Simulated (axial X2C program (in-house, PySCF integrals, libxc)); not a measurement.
Density and ELF of GaTe

All values were computed with an in-house all-electron X2C program for linear molecules (integrals from PySCF). Two-component (2c) means X2C with spin–orbit coupling and atomic mean-field two-electron Coulomb and Gaunt terms. Basis: Te dyall-cv3z [11s12p8d4f1g], Ga dyall-cv3z [9s9p7d4f1g] (cores contracted in-house); Gaussian nuclei, density fitting, unrestricted open shells. Masses: Te 129.906 u, Ga 68.926 u.

PBE0, with spin–orbit coupling, state Ω = 1/2 (⟨Sz⟩ = 0.38, ⟨Lz⟩ = 0.12 at PBE0); Te at z = 0, Ga at z = 2.457 Å.

The maps cover the half plane through the axis: z from -2.4 to 4.8 Å along the bond, ρ from 0.15 to 2.25 Å away from it.

log10 of the density in e/bohr³:

```
 ρ\z  -2.4  -1.8  -1.2  -0.6   0.0   0.6   1.2   1.8   2.4   3.0   3.6   4.2   4.8
0.15  -3.1  -2.2  -1.4  -0.2   1.8  -0.2  -1.1  -0.6   1.3  -0.2  -1.5  -2.3  -3.0
0.45  -3.2  -2.3  -1.5  -0.6   0.4  -0.6  -1.2  -0.9   0.2  -0.7  -1.6  -2.3  -3.1
0.75  -3.3  -2.4  -1.6  -1.0  -0.6  -1.0  -1.4  -1.3  -0.8  -1.2  -1.8  -2.5  -3.2
1.05  -3.4  -2.6  -1.9  -1.3  -1.1  -1.3  -1.6  -1.6  -1.5  -1.6  -2.1  -2.7  -3.4
1.35  -3.6  -2.8  -2.1  -1.7  -1.5  -1.6  -1.9  -2.0  -1.9  -2.0  -2.4  -2.9  -3.6
1.65  -3.8  -3.1  -2.5  -2.0  -1.9  -1.9  -2.2  -2.3  -2.3  -2.4  -2.7  -3.2  -3.8
1.95  -4.0  -3.3  -2.8  -2.4  -2.2  -2.3  -2.5  -2.6  -2.7  -2.8  -3.1  -3.5  -4.1
2.25  -4.2  -3.6  -3.1  -2.8  -2.6  -2.7  -2.8  -3.0  -3.1  -3.2  -3.4  -3.8  -4.3
```

Electron localisation function (collinear form, no current term, damped to 0 at low density):

```
 ρ\z  -2.4  -1.8  -1.2  -0.6   0.0   0.6   1.2   1.8   2.4   3.0   3.6   4.2   4.8
0.15  0.08  0.46  0.61  0.49  0.77  0.49  0.52  0.23  0.24  0.43  0.63  0.94  0.76
0.45  0.07  0.44  0.66  0.29  0.76  0.26  0.56  0.16  0.67  0.23  0.70  0.93  0.70
0.75  0.06  0.41  0.71  0.38  0.27  0.33  0.59  0.22  0.20  0.23  0.80  0.91  0.56
1.05  0.04  0.34  0.71  0.71  0.53  0.66  0.59  0.34  0.24  0.45  0.85  0.86  0.32
1.35  0.02  0.26  0.64  0.80  0.80  0.76  0.54  0.36  0.40  0.63  0.82  0.72  0.11
1.65  0.01  0.15  0.52  0.75  0.79  0.72  0.47  0.28  0.37  0.58  0.66  0.40  0.02
1.95  0.00  0.07  0.35  0.61  0.69  0.62  0.37  0.18  0.21  0.34  0.35  0.10  0.00
2.25  0.00  0.02  0.17  0.42  0.52  0.46  0.25  0.10  0.09  0.12  0.08  0.01  0.00
```

Axial spin density in 10⁻³ e/bohr³:

```
 ρ\z  -2.4  -1.8  -1.2  -0.6   0.0   0.6   1.2   1.8   2.4   3.0   3.6  4.2  4.8
0.15   0.4   2.6  13.1   3.8  -7.7   2.2  17.0  -1.1  -7.0   9.2  13.8  3.3  0.6
0.45   0.3   2.1   9.8   8.3  -1.3   6.9  12.1  -0.5  -0.5  12.5  10.9  2.8  0.6
0.75   0.2   1.4   5.6   5.9  -1.9   4.6   6.1  -0.7   0.4   9.5   6.9  2.0  0.4
1.05   0.2   0.8   2.6   2.1  -2.6   1.1   2.2  -0.7   0.3   5.0   3.7  1.2  0.3
1.35   0.1   0.4   1.0   0.4  -1.6  -0.2   0.5  -0.5   0.1   2.1   1.8  0.7  0.2
1.65   0.1   0.2   0.4   0.0  -0.7  -0.3   0.0  -0.2   0.1   0.8   0.8  0.3  0.1
1.95   0.0   0.1   0.1   0.0  -0.3  -0.2  -0.1  -0.1   0.0   0.3   0.3  0.2  0.1
2.25   0.0   0.0   0.0   0.0  -0.1  -0.1  -0.1  -0.1   0.0   0.1   0.1  0.1  0.0
```

Density functionals use the spin component along the axis (collinear). The state is one determinant with fixed occupations, lowest in a PBE0 search at one distance only: followed along the bond, the 2c determinant Ω = 3/2 reaches 0.05 eV lower at PBE0, at Re = 2.666 Å, so the state shown is not the lowest.
